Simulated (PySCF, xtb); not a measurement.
Zr(F)3(OH)(OH2) (F3H3O2Zr), SMILES [F][Zr]([OH])([F])([F])<-[OH2], multiplicity 1.

GFN2-xTB (xtb 6.7.1) at its own geometry gives an orbital gap of 4.82 eV and a dipole moment of 2.84 D.

Coordinates come from a B3LYP-D3(BJ)/def2-SVP optimisation. The spin state was assumed, not searched. The structure was generated by enumeration; whether it is a known compound was not checked. The def2 effective core potentials stand for the cores of Zr; spin–orbit coupling is left out. Other conformers were not sampled.

Task: What does PBE0/def2-TZVP run with PySCF give? (An estimate is asked for; the answer gives what the named calculation found.)

Result: gap 9.01 eV (levels -9.50 and -0.49 eV), dipole 2.35 D.
